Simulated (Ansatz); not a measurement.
The same path of FH₆O₅Ta (13 atoms, charge 0, multiplicity 1) was run 3 times with different band settings. Lost on the way: Ta1–O2.

Level of theory: Ansatz 0.2.0, RKS PBE/def2-SVP.

Relaxed end points:

```xyz
13
Properties=species:S:1:pos:R:3
Ta -0.328 0.310 0.201
O 1.842 -0.691 0.011
H 1.691 -1.016 0.941
O 0.139 -0.600 1.951
H 0.418 0.036 2.638
O 0.063 0.679 -1.644
H 0.659 0.256 -2.284
O -1.905 1.338 0.527
H -1.962 2.291 0.712
O -1.112 -1.413 -0.162
H -1.231 -2.124 0.491
F 0.840 1.704 0.921
H 2.475 0.047 0.126
```

```xyz
13
Properties=species:S:1:pos:R:3
Ta -0.566 -0.112 0.641
O 2.673 0.604 -1.010
H 3.359 0.153 -0.482
O -0.068 -0.676 2.412
H -0.476 -1.374 2.952
O 0.487 -0.835 -0.756
H 1.359 -0.398 -1.039
O -1.769 1.396 0.366
H -1.371 2.284 0.300
O -2.052 -1.279 0.426
H -2.981 -1.428 0.197
F 0.791 1.326 0.760
H 2.201 1.155 -0.337
```

Common settings: movable images 7; spring 5.0 eV/Å²; start path through a guess of the saddle point; force threshold 0.05 eV/Å; iteration limit 60; end points relaxed.

| run | climbing image | optimiser | largest step |
| --- | --- | --- | --- |
| 1 | yes | quadratic models (default) | default |
| 2 | from the first iteration | fire | default |
| 3 | yes | lbfgs | 0.5 Å |

What does each run give, and how far can it be trusted?

Run 1: converged after 33 iterations, highest image 0.183 eV above the first end. The profile has 2 maxima (images 1, 6) with wells between them (image 3): this band takes more than one step, which may be the mechanism or a detour left from its start path. A vibrational analysis at the climbing image gives one clearly imaginary mode, 68i cm⁻¹: a first-order saddle point.
Run 2: not converged after 60 iterations, highest image 0.454 eV above the first end. The band didn't meet its force threshold, so its energies are provisional: the largest band force was still 1.22 eV/Å, and over the last iterations the top stayed at 0.46 eV.
Run 3: not converged after 60 iterations, highest image 0.540 eV above the first end. The band didn't meet its force threshold, so its energies are provisional: the largest band force was still 0.53 eV/Å, and over the last iterations the top stayed at 0.55 eV.
The orbitals stay closed-shell, which can raise the energy where a bond breaks towards radicals; this wasn't checked here.
